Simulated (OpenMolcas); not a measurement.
Sm3+ in a point-charge field

Sm3+ among 8 point charges of -2 e arranged as a square antiprism (D4d), 2.73 Å from the ion, with a polar angle of 61.3° against the regular 57.3°.

```yaml
Program: OpenMolcas
Method: CASSCF
Basis: ANO-RCC-VDZP [7s6p4d2f1g]
Scalar_Hamiltonian: DKH2, point nucleus
Active_space: 5 electrons in 7 orbitals (4f)
State_averaging: 2S+1 = 6 odd, 21 roots; 2S+1 = 4 odd, 128 roots kept (CI in the orbitals of an earlier block, 108 in the spin-orbit step); 2S+1 = 2 odd, 122 roots kept (CI in the orbitals of an earlier block, 41 in the spin-orbit step)
Spin-orbit_coupling: RASSI with atomic mean-field integrals over the reference wave functions
```

The lowest spin-free states, above the lowest:

```tsv
State	Degeneracy	E (cm-1)	Free-ion L (%)
2S+1 = 6	2	0.0	H (100)
2S+1 = 6	2	598.8	H (100)
2S+1 = 6	2	920.9	H (100)
2S+1 = 6	2	1117	H (100)
2S+1 = 6	2	1220	H (99)
2S+1 = 6	1	1249	H (99)
2S+1 = 6	1	7338	F (99)
2S+1 = 6	2	7388	F (99)
2S+1 = 6	2	7603	F (100)
2S+1 = 6	2	7881	F (100)
2S+1 = 4	2	22750	I (100)
2S+1 = 4	2	23032	I (99)
2S+1 = 4	1	23197	M (99)
2S+1 = 4	2	23213	M (99)
2S+1 = 4	2	23219	I (98)
2S+1 = 4	2	23260	M (93)
2S+1 = 4	2	23273	F (51)
2S+1 = 4	2	23343	I (49)
2S+1 = 4	2	23345	M (94)
2S+1 = 4	2	23383	I (62)
```

The lowest levels with spin-orbit coupling:

```csv
E (cm-1),Degeneracy,2S+1,J,|mJ| (%),g
0.0,2,6,2.58,5/2 (100),0.00 0.00 0.65
661.0,2,6,2.55,3/2 (100),0.00 0.00 0.05
935.3,2,6,2.51,1/2 (100),0.13 1.05 1.05
1180,2,6,3.58,7/2 (100),0.00 0.00 4.95
1631,2,6,3.49,5/2 (100),0.00 0.00 3.94
1861,2,6,3.48,3/2 (100),0.00 0.00 2.66
1954,2,6,3.50,1/2 (100),0.97 3.60 3.60
2481,2,6,4.56,9/2 (100),0.00 0.00 8.95
2843,2,6,4.49,7/2 (100),0.00 0.00 7.47
3061,2,6,4.48,5/2 (100),0.00 0.00 5.61
3185,2,6,4.49,3/2 (100),0.00 0.00 3.46
3244,2,6,4.49,1/2 (100),1.17 5.55 5.55
3870,2,6,5.54,11/2 (100),0.00 0.00 12.72
4216,2,6,5.49,9/2 (100),0.00 0.00 10.87
4440,2,6,5.48,7/2 (100),0.00 0.00 8.67
4582,2,6,5.48,5/2 (100),0.00 0.00 6.29
4670,2,6,5.49,3/2 (100),0.00 0.00 3.81
4713,2,6,5.49,1/2 (100),1.27 7.32 7.32
5311,2,6,6.52,13/2 (100),0.00 0.00 16.37
5683,2,6,6.48,11/2 (100),0.00 0.00 14.22
```

Powder χT (cm3 K/mol): 0.0149 at 2 K, 0.0224 at 10 K, 0.0598 at 50 K, 0.107 at 100 K, 0.2 at 200 K, 0.295 at 300 K. The effective moment at 300 K is 2.828 √(χT) = 1.53 μB.

Hund's rules give f5 the level 6H5/2 with g = 0.286, so an isolated free-ion multiplet has χT = g² J(J+1) / 8 = 0.089 cm3 K/mol. The computed 0.295 at 300 K differs by +230 %, through the field's splitting, the mixing of terms and any other multiplet in reach.

Stevens parameters of the J = 5/2 multiplet, which is 935 cm-1 wide (cm-1, z along the main axis): B20 = -5.241e+01, B40 = -1.336e-01.

High states are left out of the spin-orbit mixing, which shifts the levels that they would mix with. Point charges carry no covalency, so the field is a model and not that of real ligands. An unlabelled pair can be two single states that coincide in this model. The first state left out of the spin-orbit step lies near 39000 cm-1 above the lowest spin-free state of the reference (among the parities and spins computed), and the lists stop at four fifths of that energy or lower. No measured value stands beside these numbers.
